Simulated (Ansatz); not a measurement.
Calculated with Ansatz (gas phase, PBE0-D4/def2-TZVP geometries, no zero-point term in ΔE). CBS: MP2 limit from def2 TZ/QZ plus the TZ coupled-cluster correction, frozen cores. This one scheme is used for every species. Functionals use def2-TZVPP. B3LYP here is the variant with VWN-RPA as its local correlation; programs differ in this. Each species was taken in one conformer, which may not be the lowest.

Consider the ligand exchange at a B–N bond: `BN=C` + `O[SiH](O)F` → `BO[SiH](O)F` + `C=N`.

`BN=C`:

```xyz
7

B     0.323    1.057    0.689
N    -0.012   -0.039   -0.025
C    -0.319   -1.046   -0.682
H     1.407    1.538    0.529
H    -0.477    1.509    1.456
H    -0.804   -0.964   -1.659
H    -0.118   -2.054   -0.308
```

`O[SiH](O)F`:

```xyz
7

O    -0.555    0.848   -0.906
Si    0.142    0.081    0.352
O    -0.487   -1.407    0.465
F     1.714    0.040    0.086
H    -0.093    1.587   -1.304
H    -0.056    0.743    1.648
H    -0.664   -1.893   -0.342
```

`BO[SiH](O)F`:

Cartesian coordinates in Å:
```
B 0.895 0.226 -1.648
O -0.173 -0.050 -0.868
Si -0.464 0.127 0.727
O -0.713 -1.365 1.306
F -1.775 1.006 0.888
H 0.813 -0.021 -2.817
H 1.885 0.705 -1.164
H 0.631 0.847 1.399
H -1.100 -1.475 2.175
```

`C=N`:

```xyz
5

C    -0.176   -0.293   -0.188
N     0.816    0.446    0.054
H    -1.154   -0.211    0.301
H    -0.076   -1.080   -0.938
H     0.590    1.137    0.771
```

Q: Is it downhill or uphill in electronic energy at CCSD(T)/CBS, and by how much? (An estimate is asked.)

A: Computed: Downhill: ΔE = -12.9 kJ/mol.

Q: What do these levels give: B3LYP-D4, ωB97M-V, BLYP, r2SCAN, PBE0, r2SCANh, BHLYP, HF/def2-SVP, HF/def2-TZVPP, HF/def2-QZVPP, MP2/def2-QZVPP, CCSD/CBS(def2)? (Best estimate.)

A: Computed: B3LYP-D4 -1.5, ωB97M-V -8.4, BLYP 7.3, r2SCAN 5.0, PBE0 3.7, r2SCANh 2.2, BHLYP -11.9, HF/def2-SVP -30.8, HF/def2-TZVPP -34.5, HF/def2-QZVPP -35.7, MP2/def2-QZVPP -12.1, CCSD/CBS(def2) -15.9 kJ/mol.

Largest T1 diagnostic among the species: 0.016.

From r2SCAN to r2SCAN0 (25 % exact exchange), in def2-TZVPP and without D4, ΔE moves by −6.9 kJ/mol. Leaving LDA and LC-ωPBE aside and taking each functional with its dispersion term where it has one, the values, not all of them listed here, spread over 27.2 kJ/mol, from BHLYP-D4 to PBE-D4. LDA lies +14.1 kJ/mol from PBE without D4.
